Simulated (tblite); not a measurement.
Species: C3H12OSi3.
Structure used (GFN2-xTB), in Å, numbered top down from 1:
```xyz
19
C3H12OSi3 angstrom
O     -1.892   -0.711    1.696
C     -2.425    0.236    1.171
Si    -1.773    1.032   -0.447
C     -0.752   -0.274   -1.346
Si     0.276   -1.488   -0.275
C      1.300   -0.560    1.027
Si     2.479    0.771    0.372
H     -3.318    0.682    1.661
H     -1.004    2.202   -0.010
H     -2.960    1.482   -1.189
H     -0.075    0.228   -2.038
H     -1.414   -0.880   -1.966
H      1.208   -2.147   -1.213
H     -0.566   -2.541    0.294
H      1.885   -1.300    1.572
H      0.626   -0.116    1.758
H      3.425    0.188   -0.583
H      3.237    1.358    1.484
H      1.733    1.847   -0.294
```

All values are computed: GFN2-xTB (tblite) harmonic vibrations without scaling, gas phase. Errors from tens to a few hundred cm⁻¹ against measured bands are possible. Modes of hydrogen on silicon can be 10 to 20 % off. One conformer, not necessarily the lowest.

Harmonic wavenumbers (cm⁻¹): 39.2, 66.5, 74.3, 79.3, 102.9, 122.3, 138.0, 195.2, 249.0, 365.0, 442.6, 478.6, 496.9, 513.1, 529.4, 546.1, 608.8, 617.0, 651.4, 672.1, 710.9, 738.5, 756.4, 774.0, 787.4, 794.1, 800.4, 810.1, 822.1, 837.9, 847.9, 1021.8, 1024.2, 1136.5, 1141.9, 1361.4, 1452.0, 1455.6, 1744.3, 2141.1, 2204.9, 2214.1, 2225.3, 2232.7, 2243.3, 2267.1, 2687.3, 2971.5, 2980.6, 2983.2, 2995.5.

A = 1848, B = 856.1, C = 817.0 MHz; mass 148.020 u (most abundant isotopes); point group C1, symmetry number 1.

Zero-point energy?

Half the sum of the wavenumbers: 28076 cm⁻¹ = 80.27 kcal/mol.

Entropy at 500 K, 1 bar (ideal gas, RRHO, classical rotation)?

Translation 43.48, rotation 31.44, vibration 64.92: S = 139.8 cal/(mol K).

And Cp and H(500 K) − H(0)?

Cp = 64.94 cal/(mol K), of which vibrations give 56.99 (their classical limit is 51 R = 101.3); H(500 K) − H(0) = 19.89 kcal/mol without the zero-point energy, 15.91 from vibrations.

What must be added to the electronic energy to get the Gibbs energy at 500 K and 1 bar?

ZPE + [H(500 K) − H(0)] − T·S = 80.27 + 19.89 − 69.92 = 30.24 kcal/mol.

Which modes carry the vibrational entropy at 500 K?

39.2 cm⁻¹: 6.32; 66.5 cm⁻¹: 5.28; 74.3 cm⁻¹: 5.06; 79.3 cm⁻¹: 4.93; 102.9 cm⁻¹: 4.41; 122.3 cm⁻¹: 4.07 cal/(mol K); the other 45 give 34.85 together.

How do the functions run with temperature in this model?

```csv
T (K),S (cal/(mol K)),Cp (cal/(mol K)),H − H(0) (kcal/mol),G − H(0) (kcal/mol),ln q(vib)
150,85.7,28.2,2.84,-10.02,4.72
250,103.1,41.2,6.30,-19.48,8.28
298.15,110.9,47.0,8.43,-24.63,9.94
400,126.2,57.2,13.76,-36.72,13.39
600,152.3,71.1,26.70,-64.65,19.79
900,183.8,84.1,50.16,-115.24,28.38
```

q(vib) and H(0) count from the zero-point level.

Hindered rotation and anharmonicity are outside this model. Other conformers, if any are populated, would add a mixing term that is left out. The structure is chiral; the term R ln 2 for an equal mix with its mirror image is left out.
